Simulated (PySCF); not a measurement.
An unknown is described by computed data only.

Formula: C6H9N3.

| Item | Value |
| --- | --- |
| 1H NMR | chemical shifts (computed TMS as zero) by class: 8.98 (1 H), 2.93 (3 H), 2.49 (2 H), 1.42 (3 H) ppm [GIAO PBE/pcSseg-1] |
| 13C NMR | chemical shifts (computed TMS as zero) by class: 168.6 (1 C), 161.0 (1 C), 151.1 (1 C), 32.6 (1 C), 26.9 (1 C), 14.8 (1 C) ppm [GIAO PBE/pcSseg-1] |
| Dipole | 3.15 D [B3LYP/def2-SVPD] |
| UV, first state | lowest singlet excitation: 2.96 eV (419 nm, f = 0.004) [TDDFT B3LYP/def2-SVPD] |
| Rotational structure | rotational constants A, B, C: 2.882, 1.301, 0.944 GHz [PBE0-D3(BJ)/def2-SVP] |
| Triplet | lowest triplet excitation (Tamm–Dancoff): 2.31 eV [TDA B3LYP/def2-SVPD] |

Gas-phase values; electronic properties from PySCF, density fitting. Levels stand in brackets. The structure is a single PBE0-D3(BJ)/def2-SVP conformer in the gas phase; no vibrational or solvent corrections. NMR values are class means; diastereotopic atoms form classes of their own.

Q: What is the compound? Reason from the data.

A: Numbering: `[CH3:1][CH2:2][c:3]1[cH:4][n:5][n:6][c:7]([CH3:8])[n:9]1`. Its formula, C6H9N3, gives 4 degrees of unsaturation: 1 ring and 3 π bonds in the structure found (Kekulé form). 6 carbons fall into 6 classes; from least to most shielded: substituted aromatic carbon [C7] (168.6 ppm), substituted aromatic carbon [C3] (161.0 ppm), aromatic CH next to a ring nitrogen [C4] (151.1 ppm), benzylic-type carbon [C2] (32.6 ppm), benzylic-type carbon [C8] (26.9 ppm), methyl carbon [C1] (14.8 ppm). Hydrogen classes from least to most shielded: 1 H on an aromatic CH next to a ring nitrogen, C4 (8.98 ppm), 3 H on a benzylic-type carbon, C8 (2.93 ppm), 2 H on a benzylic-type carbon, C2 (2.49 ppm), 3 H on a methyl carbon, C1 (1.42 ppm, a mean of values up to 1.1 ppm apart in this geometry). S1 is mainly HOMO→LUMO (weight 1.00); the largest Löwdin shares of the orbital it empties are 0.33 on a pyridine-type nitrogen, 0.31 on a pyridine-type nitrogen, 0.13 on a pyridine-type nitrogen and 0.08 on the aromatic CH next to a ring nitrogen, of the orbital it fills 0.26 on a pyridine-type nitrogen, 0.21 on a pyridine-type nitrogen, 0.17 on a substituted aromatic carbon and 0.14 on a pyridine-type nitrogen. The optimised geometry has point group C1 and is an asymmetric top. Structure: `CCc1cnnc(C)n1`. Computed isomers that give other values at the same levels: `C=CCn1cc(C)nn1` (rotational constant A: 4.192 GHz; this holds for the one conformer computed); `CCCc1ncncn1` (rotational constant A: 4.795 GHz; this holds for the one conformer computed). The assignments are read from this structure; whether some other isomer fits the data as well wasn't checked.

Shape of the structure used: `[CH3:1][CH2:2][c:3]1[cH:4][n:5][n:6][c:7]([CH3:8])[n:9]1`: C1–C2–C3–C4 127°.
